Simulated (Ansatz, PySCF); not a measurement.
Dissociation curve of GaN, triplet.

- UKS-PBE = unrestricted PBE/cc-pVDZ run with Ansatz (a program for electronic structure)
- UKS-wB97X-V = unrestricted wB97X-V/cc-pVDZ (PySCF)
- UCCSD(T) = CCSD(T) on UHF/cc-pVDZ, 10 core orbitals frozen run with PySCF

Energies relative to the lowest point of each curve near equilibrium, in eV; the last columns give the difference from UCCSD(T):

```tsv
R / Å	UKS-PBE	UKS-wB97X-V	UCCSD(T)	UKS-PBE − UCCSD(T)	UKS-wB97X-V − UCCSD(T)
1.48	2.434	2.594	2.791	-0.357	-0.197
1.58	1.077	1.244	1.350	-0.273	-0.106
1.67	0.417	0.588	0.621	-0.204	-0.033
1.73	0.176	0.347	0.761	-0.585	-0.414
1.81	0.023	0.290	0.347	-0.324	-0.057
1.85	0.000	0.145	0.211	-0.211	-0.066
1.91	0.015	0.053	0.079	-0.064	-0.026
1.98	0.081	0.000	0.006	0.075	-0.006
2.06	0.088	0.018	0.000	0.088	0.018
2.15	0.138	0.109	0.062	0.077	0.047
2.29	—	0.339	0.242	—	0.097
```

UKS-PBE is furthest from UCCSD(T) at 1.73 (-0.585 eV, below); its mean absolute difference over the points is 0.226 eV.

UKS-wB97X-V is furthest from UCCSD(T) at 1.73 (-0.414 eV, below); its mean absolute difference over the points is 0.097 eV.

Dashes: no converged value, or the column stops at the first point that the program doubted or that broke a chosen test of continuity, which isn't proof of a fault.

The scan ran from 1.48 to 7.44 Å; beyond the distances shown one of the unrestricted levels run for this scan, shown here or not, changes its spin distribution in one step. The unrestricted determinant behind UCCSD(T) is spin-contaminated at 1.58 to 1.73, 2.29 Å (<S²> up to 2.2, against 2.00 for a pure triplet).
